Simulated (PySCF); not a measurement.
## Electric field gradients and quadrupole coupling constants

Compound: C3H10OSi2.
Structure used (GFN2-xTB), in Å, numbered top down from 1:
```xyz
16
C3H10OSi2 angstrom
C     -2.5351   -0.9394   -0.5251
Si    -1.5009    0.2964    0.4695
O     -1.6928    1.7083   -0.3261
C      0.3131   -0.2243    0.5310
C      1.3169    0.4120   -0.0716
Si     3.1253   -0.1012   -0.0367
H     -3.5712   -0.6211   -0.5762
H     -2.5112   -1.9230   -0.0674
H     -2.1685   -1.0359   -1.5428
H     -1.9915    0.4345    1.8494
H     -1.2049    2.4875   -0.0763
H      0.5502   -1.1183    1.0959
H      1.0780    1.3047   -0.6425
H      3.5850   -0.3562   -1.4055
H      3.9191    0.9925    0.5356
H      3.2810   -1.3077    0.7775
```

Field gradients from the PBE0/pcSseg-1 density (PySCF, non-relativistic), principal values in atomic units, ordered |Vxx| ≤ |Vyy| ≤ |Vzz|:

| atom | Vxx | Vyy | Vzz |
| --- | --- | --- | --- |
| O3 | -0.3881 | -1.1244 | 1.5125 |

Find the asymmetry η = (Vxx − Vyy)/Vzz and the couplings χ = eQV/h (234.96 MHz × Q in barn × V in au), with Q(17O) = −0.0256 b.

```tsv
atom	environment	nucleus	η	χzz (MHz)	χxx (MHz)	χyy (MHz)
O3	silanol oxygen	17O	0.49	-9.10	2.33	6.76
```

What is Vzz at O3 in SI units (1 au = 9.71736 × 10²¹ V/m²)?

1.5125 au = 14.697 × 10²¹ V/m².

And the gradient at the other heavy atoms, for which no coupling is worked out here?

| atom | environment | Vzz (au) | η |
| --- | --- | --- | --- |
| C1 | Si-methyl carbon | -0.050 | 0.37 |
| Si2 | oxygen-bound silicon | 0.393 | 0.33 |
| C4 | alkene CH carbon | 0.406 | 0.31 |
| C5 | alkene CH carbon | 0.371 | 0.31 |
| Si6 | SiH3 silicon | 0.102 | 0.15 |

What couplings would deuterons (Q(2H) = 0.00286 b) have in place of the hydrogens, at this geometry?

```json
{"atom": "H7", "bonded to": "C1", "bond length (Å)": "1.085", "Vzz (au)": "0.3271", "η": "0.01", "χzz (kHz)": "220"}
{"atom": "H8", "bonded to": "C1", "bond length (Å)": "1.085", "Vzz (au)": "0.3273", "η": "0.01", "χzz (kHz)": "220"}
{"atom": "H9", "bonded to": "C1", "bond length (Å)": "1.086", "Vzz (au)": "0.3251", "η": "0.01", "χzz (kHz)": "218"}
{"atom": "H10", "bonded to": "Si2", "bond length (Å)": "1.471", "Vzz (au)": "0.1545", "η": "0.02", "χzz (kHz)": "104"}
{"atom": "H11", "bonded to": "O3", "bond length (Å)": "0.953", "Vzz (au)": "0.5166", "η": "0.06", "χzz (kHz)": "347"}
{"atom": "H12", "bonded to": "C4", "bond length (Å)": "1.084", "Vzz (au)": "0.3245", "η": "0.04", "χzz (kHz)": "218"}
{"atom": "H13", "bonded to": "C5", "bond length (Å)": "1.086", "Vzz (au)": "0.3204", "η": "0.04", "χzz (kHz)": "215"}
{"atom": "H14", "bonded to": "Si6", "bond length (Å)": "1.466", "Vzz (au)": "0.1607", "η": "0.01", "χzz (kHz)": "108"}
{"atom": "H15", "bonded to": "Si6", "bond length (Å)": "1.468", "Vzz (au)": "0.1598", "η": "0.02", "χzz (kHz)": "107"}
{"atom": "H16", "bonded to": "Si6", "bond length (Å)": "1.464", "Vzz (au)": "0.1623", "η": "0.02", "χzz (kHz)": "109"}
```

Geometry: GFN2-xTB, one conformer, isolated molecule. GFN2-xTB bond lengths can be off by several hundredths of an ångström, more for odd bonds, and the gradients follow them. The basis is small and wasn't made for field gradients, so the couplings can be 20 % off.
